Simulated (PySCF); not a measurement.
Molecule: `N#Cc1ccoc1`, C5H3NO.

Structure with atom numbers: `[N:1]#[C:2][c:3]1[cH:4][cH:5][o:6][cH:7]1`. Hydrogens are named by the atom that carries them.

Geometry PBE0-D3(BJ)/def2-SVP throughout; GIAO in PySCF 2.14, gas phase, one conformer, non-relativistic; equivalent atoms averaged; basis pcSseg-2.

For orientation, HF gives these absolute shieldings σ: N1 -65.2, C7 28.2, C5 40.1, C4 71.1, C2 72.5, C3 84.9, O6 53.6, H(C7) 23.60, H(C5) 24.12 ppm.

A run gave: N1 -60.6, C7 23.7, C5 31.7, C4 60.6, C2 63.4, C3 73.7, O6 21.8, H(C7) 23.44, H(C5) 23.86 ppm (absolute shieldings σ).

Which functional was used in that run?
A. BHandHLYP
B. PBE
C. LC-wPBE
D. wB97X-D

Results:

D. O6 tells them apart best: wB97X-D gives 21.8, LC-wPBE gives 29.7, PBE gives 10.3, BHandHLYP gives 26.5 ppm.
